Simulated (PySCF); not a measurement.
H₅O₄Si, SMILES O[Si](O)(O)[OH2+], charge +1.

Geometry: r2SCAN-D4/def2-SVP. One conformer was computed; it need not be the lowest.

Computed with ωB97X/def2-TZVP run with PySCF.

Isolated molecule, no solvent.

```
Item                                                              Result
------------------------------------------------  ----------------------
total energy                                          -593.39073 hartree
highest occupied level                                         -17.19 eV
lowest empty level                                              -2.96 eV
orbital gap                                                     14.23 eV
dipole moment about the centre of nuclear charge                  2.15 D
mean static polarisability                          33.4 bohr³ (4.94 Å³)
polarisability, principal values                  31.2, 33.5, 35.4 bohr³
```
